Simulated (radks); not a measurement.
Results of a calculation; reference values are marked as such.
Exchange energies: the exact (Fock) value of the Kohn-Sham orbitals and density-functional approximations, as 100 (|E| - |E exact|)/|E exact|, negative where the magnitude is too small. Species: Re [Xe] 4f14 5d5 6s2; Be3+ 1s1; In2+ [Kr] 4d10 5s1. Level of theory: non-relativistic Kohn-Sham, LDA (Slater exchange, Perdew-Wang correlation), spin-polarised, spherical densities, point nucleus (a radial shooting solver on a logarithmic mesh with Libxc functionals). Every spin shell is full or empty, so the densities are truly spherical. Functionals are evaluated on that one density, not self-consistently.

functional	Re	Be3+	In2+
exact (hartree)	-309.829	-1.23360	-153.276
LDA	-3.80	-14.19	-4.89
PBEsol	-1.73	-6.27	-2.28
revPBE	-0.14	-0.54	-0.28
RPBE	-0.10	-0.32	-0.22
PW91	+0.16	-1.71	0.00
PW86	-0.24	-0.26	-0.18
OPTX	+1.93	-0.55	+1.23
AM05	-3.60	-10.98	-4.55
SOGGA	-1.74	-6.49	-2.29
EV93	-0.38	+3.80	-0.27
MS2	-0.56	+0.06	-0.58
Tao-Mo	-0.73	+0.06	-0.80
TASK	-1.81	+0.04	-2.23
MVS	+0.13	+0.05	+0.08
